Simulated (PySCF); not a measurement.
Bonds (- single, = double, # triple, : aromatic): C1=C2, C2-C3, C3-C4, C4-C5, C5#N6, C4-C7, C7=C8, C7-C9, C4-Si10, Si10-C2. C1 carries H11, H12; C3 carries H13, H14; C8 carries H15, H16; C9 carries H17, H18, H19; Si10 carries H20, H21. Stereochemistry as in C=C1C[C@](C#N)(C(=C)C)[SiH2]1. H11 is cis to C3; H15 is cis to C4; H13, H21 are pro-R; H14, H20 are pro-S; H12 is trans to C3; H16 is trans to C4.

- GFN2-xTB structure
- shieldings: GIAO PBE0/pcSseg-1
- program: PySCF
- single conformer, averaged over atoms made equivalent by symmetry, fast rotation or ring inversion, non-relativistic Hamiltonian, in vacuum

References, each an isolated molecule treated in the same way: TMS for ¹³C (σref 186.93) and ¹H (σref 31.72) and ²⁹Si (σref 349.16); ¹⁵N (σref 267.73) vs NH3.

```json
{"atoms": "N6", "nucleus": "¹⁵N", "count": "1", "δ (ppm)": "295.9"}
{"atoms": "H13", "nucleus": "¹H", "count": "1", "δ (ppm)": "3.35"}
{"atoms": "C8", "nucleus": "¹³C", "count": "1", "δ (ppm)": "116.3"}
{"atoms": "C2", "nucleus": "¹³C", "count": "1", "δ (ppm)": "150.2"}
{"atoms": "H16", "nucleus": "¹H", "count": "1", "δ (ppm)": "5.37"}
{"atoms": "C3", "nucleus": "¹³C", "count": "1", "δ (ppm)": "45.5"}
{"atoms": "H21", "nucleus": "¹H", "count": "1", "δ (ppm)": "?"}
{"atoms": "H11", "nucleus": "¹H", "count": "1", "δ (ppm)": "6.32"}
{"atoms": "C9", "nucleus": "¹³C", "count": "1", "δ (ppm)": "?"}
{"atoms": "C5", "nucleus": "¹³C", "count": "1", "δ (ppm)": "128.4"}
{"atoms": "C7", "nucleus": "¹³C", "count": "1", "δ (ppm)": "151.3"}
{"atoms": "H17/H18/H19", "nucleus": "¹H", "count": "3", "δ (ppm)": "2.06"}
{"atoms": "H15", "nucleus": "¹H", "count": "1", "δ (ppm)": "5.10"}
{"atoms": "H14", "nucleus": "¹H", "count": "1", "δ (ppm)": "?"}
{"atoms": "C1", "nucleus": "¹³C", "count": "1", "δ (ppm)": "?"}
{"atoms": "H12", "nucleus": "¹H", "count": "1", "δ (ppm)": "?"}
{"atoms": "Si10", "nucleus": "²⁹Si", "count": "1", "δ (ppm)": "?"}
{"atoms": "C4", "nucleus": "¹³C", "count": "1", "δ (ppm)": "30.4"}
{"atoms": "H20", "nucleus": "¹H", "count": "1", "δ (ppm)": "5.24"}
```

Complete the table.

Results:


- C1: 138.9 ppm, terminal =CH2 carbon; as expected for a trigonal carbon in a double bond
- C9: 25.7 ppm, allylic methyl carbon; saturated and bonded to C and H only
- H12: 6.04 ppm, hydrogen on a terminal =CH2 carbon; attached to an sp2 carbon and in the plane of the double bond
- H21: 5.04 ppm, hydrogen on a silicon bonded to 2 C, in a 4-membered ring
- H14: 3.52 ppm, hydrogen on an allylic sp3 CH2
- Si10: -20.8 ppm, silicon bonded to 2 C, 2 H, in a 4-membered ring

Shifts are as computed. Against solution values, carbons near 30 ppm lie about +3 ppm off and those near 130 ppm about +5 ppm. Of 1211 compounds with measured shifts, 218 miss one by over three times the rms of a fit or turn the order of signals round; such compounds aren't used in these exercises. Experimental scales use liquid or dissolved standards, which lie at an offset from isolated NH3 (liquid NH3: subtract about 20 ppm). Unscaled 15N shifts of sp2 nitrogen come out 20 to 40 ppm too high even then.
